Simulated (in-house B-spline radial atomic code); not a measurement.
Configurations of the xenon ion Xe⁺, with energies counted from [Kr] 4d10 5s2 5p5. Method: scalar-relativistic (X2C) TPSSh, spin-polarised, spherical fractional occupations, Fermi nucleus of rms radius 4.7859 fm. Calculated with an all-electron radial atomic-structure program (B-spline basis). Shells without spins written out take the highest spin.

Caution: exact exchange at fractional occupations of open shells leaves self-interaction of up to several eV.

Occupations are held fixed; configurations that lie above the ionisation limit could autoionise.

```csv
configuration,E - E(ref) (eV),highest orbital,its <r> (bohr)
[Kr] 4d10 5s1 5p6,12.067,5p down,2.184
"[Kr] 4d10 5s2 5p(2 up, 2 down) 6s(1 up, 0 down)",13.285,6s up,4.659
[Kr] 4d10 5s1 5p5 6s1,24.687,6s up,4.571
[Kr] 4d10 5s1 5p5 5f1,31.156,5f up,11.11
"[Kr] 4d10 5s(0 up, 1 down) 5p(3 up, 2 down) 5f(0 up, 1 down)",32.324,5f down,11.51
"[Kr] 4d(5 up, 4 down) 4f(0 up, 1 down) 5s2 5p(2 up, 3 down)",75.598,4f down,6.369
"[Ar] 3d10 4s2 4p(2 up, 3 down) 4d10 5s2 5p6",140.2,5p up,2.1
```

**Question.** Order these further configurations by energy, lowest first.
A. [Kr] 4d10 5s1 5p5 6p1
B. [Ar] 3d10 4s2 4p5 4d10 5s2 5p5 6p1
C. [Kr] 4d10 5s1 5p5 6f1
D. [Kr] 4d9 4f1 5s2 5p5
E. [Ar] 3d10 4s2 4p5 4d10 5s2 5p5 5d1

**Answer.** A (27.135 eV), C (31.982 eV), D (75.341 eV), E (155.01 eV), B (156.84 eV).

**Question.** How far above the reference does [Ar] 3d9 4s2 4p6 4d10 5s2 5p6 lie?

**Answer.** 667.57 eV; its least bound orbital is 5p down with <r> = 2.085 bohr.

**Question.** How far above the reference does [Kr] 4d10 4f1 5s2 5p4 lie?

**Answer.** 17.461 eV; its least bound orbital is 4f up with <r> = 7.493 bohr.
